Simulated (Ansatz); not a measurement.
Si(iPr)H3 (C3H10Si). Total charge 0; singlet. Geometry PBE0-D4/def2-SVP; atoms count from 1.

Cartesian coordinates in Å:
```
Si 0.9407 0.7239 -1.1973
C 0.2320 -0.0445 0.3845
C -0.1414 -1.5115 0.1700
C -0.9474 0.7717 0.9144
H 1.0505 0.0022 1.1273
H 0.7173 -2.1138 -0.1660
H -0.9364 -1.6158 -0.5874
H -0.5197 -1.9639 1.1024
H -1.3304 0.3475 1.8580
H -0.6732 1.8205 1.1100
H -1.7848 0.7763 0.1965
H 2.1084 -0.0697 -1.6958
H 1.3906 2.1300 -0.9475
H -0.1064 0.7470 -2.2691
```

Question: Estimate the Mulliken populations from the PBE0/def2-TZVP orbitals of Ansatz.

Answer: 
| atom | charge (e) |
| --- | --- |
| Si1 | 0.14 |
| C2 | -0.15 |
| C3 | -0.38 |
| C4 | -0.38 |
| H5 | 0.09 |
| H6 | 0.13 |
| H7 | 0.12 |
| H8 | 0.12 |
| H9 | 0.12 |
| H10 | 0.13 |
| H11 | 0.12 |
| H12 | -0.03 |
| H13 | -0.03 |
| H14 | -0.03 |
Mulliken values and Mayer orders depend strongly on the basis.

Question: And the Mayer bond orders between bonded heavy atoms (over 0.3)?

Answer: Si1–C2 1.00 (1.90 Å); C2–C3 0.99 (1.53 Å); C2–C4 0.99 (1.53 Å).
